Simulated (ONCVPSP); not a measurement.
# PBEsol ONCV dataset for S, scalar-relativistic all-electron reference.

| Property | Result |
| --- | --- |
| Element | S |
| Generator | ONCVPSP 4.0.1 |
| Type | optimised norm-conserving Vanderbilt (ONCV) |
| Functional | PBEsol |
| Relativity | scalar-relativistic |
| Frozen core | [Ne] |
| Valence charge | 6 |
| Reference configuration | 3s1.5 3p4.5 |
| Partial waves | 3s: rc 1.20 bohr, ncon 3, nbas 6, qcut 5.5 1/bohr, 2 projectors, debl 2.7 Ha; 3p: rc 1.60 bohr, ncon 4, nbas 8, qcut 5.2 1/bohr, 2 projectors, debl 2.1 Ha; d scattering state at 0.39 Ha: rc 1.30 bohr, ncon 5, nbas 8, qcut 6.6 1/bohr, 1 projector |
| Local potential | polynomial inside 0.75 bohr (lpopt 1, dvloc0 0 Ha) |
| Core correction | Teter function, fcfact 1.5, rcfact 1.55 |

All-electron outer shells of the reference configuration (PBEsol, scalar-relativistic, ld1.x):

```csv
shell,level (eV),outermost node (bohr),outermost maximum (bohr)
2s,-211.97,0.13,0.39
2p,-157.04,–,0.33
3s,-17.54,0.60,1.40
3p,-7.26,0.58,1.59
```

Problem. Does the generator finish with these settings?

Solution. Yes, a potential is produced and its reference levels are reproduced.

Problem. Estimate the cutoffs (Ha) at which the residual kinetic energy of the hardest occupied pseudo-wave falls to 1 and 0.1 mHa per electron.

Solution. 13 Ha and 23 Ha. The cutoffs count occupied waves only; projector 1 of the d channel, the hardest unoccupied one, needs 58 Ha at the loose tolerance.

Problem. What does a ghost test show?

Solution. No bound ghost flagged; GHOST(+) flagged for s at 113.9 eV.

Problem. Which valence shell sets the plane-wave cutoff?

Solution. 3s: 13 Ha for 1 mHa per electron, against 6 Ha for 3p.

Problem. Tests: 3s2 3p4; 3s2 3p3; 3s2 3p2; 3s2 3p3.5. Which has the largest error in its energy relative to the reference configuration, and how large is it?

Solution. 3s2 3p2, with +7.8 meV (all-electron minus pseudo) on +28.85 eV.
